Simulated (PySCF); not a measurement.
Vertical excitations of a molecule C3H4BrCl from TDDFT-PBE/def2-SVPD in PySCF 2.14.0, as energy in eV (oscillator strength): 4.98 (0.000), 5.50 (0.014), 5.66 (0.000), 5.80 (0.000), 5.94 (0.022), 6.20 (0.057), 6.65 (0.000), 6.68 (0.060), 6.79 (0.018), 7.09 (0.024). Lowest triplet (TDA): 4.48 eV. The structure is a stationary point at PBE-D3(BJ)/def2-SVP. One conformer was computed; it need not be the lowest.

**Question.** Which molecule gave these data?
A) ClC1(Br)CC1
B) C/C(Cl)=C\Br
C) C/C=C(\Cl)Br
D) C/C(Br)=C\Cl

**Answer.** A, ClC1(Br)CC1
